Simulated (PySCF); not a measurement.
# [Sm(H2O)3]2+: from a saddle point downhill

PySCF 2.14.0, RKS PBE0, Sm lcecp-0-SVP with ECP52, O def2-SVP, H def2-SVP; non-relativistic Hamiltonian with scalar-relativistic core potentials where named; density fitting; no spin-orbit coupling. Relaxed within the symmetry of its start, the geometry (D3h) is

```xyz
10

Sm    0.0000    0.0000    0.0000
O     2.5133    0.0000    0.0000
H     3.1157    0.0000    0.7635
H     3.1157    0.0000   -0.7635
O    -1.2566    2.1766    0.0000
H    -1.5578    2.6983    0.7635
H    -1.5578    2.6983   -0.7635
O    -1.2567   -2.1766    0.0000
H    -1.5579   -2.6982    0.7635
H    -1.5579   -2.6982   -0.7635
```

and its lowest harmonic modes are -118, -98, -98, -18, 22, 22 cm⁻¹ (negative: unstable). It was moved along the lowest mode and relaxed again, within the group D3 that the move left.

Q: Where does it end, and how much lower?

A: In D3, 0.033 eV lower, after 18 steps:
```xyz
10

Sm    0.0000    0.0000    0.0000
O     2.5082    0.0000    0.0000
H     3.1099    0.6157    0.4533
H     3.1099   -0.6157   -0.4533
O    -1.2541    2.1721    0.0000
H    -2.0881    2.3854    0.4533
H    -1.0217    3.0011   -0.4533
O    -1.2541   -2.1721    0.0000
H    -1.0218   -3.0011    0.4533
H    -2.0882   -2.3854   -0.4533
```

Q: How do the contacts change?

A: 
```json
{"contact": "Sm1–O2 (H2O)", "saddle (Å)": "2.513", "end (Å)": "2.508"}
{"contact": "Sm1–O5 (H2O)", "saddle (Å)": "2.513", "end (Å)": "2.508"}
{"contact": "Sm1–O8 (H2O)", "saddle (Å)": "2.513", "end (Å)": "2.508"}
```


Q: Is the end a minimum?

A: Yes, as far as the noise of the softest modes lets one tell (those above −25 cm⁻¹ count as noise); lowest modes -19, 29, 29, 79, 79, 133 cm⁻¹.

An lcecp potential fixes the number of 4f electrons, so in runs with it no electron can move into or out of that shell.

State: singlet in the valence, with the 4f electrons in the core potential.
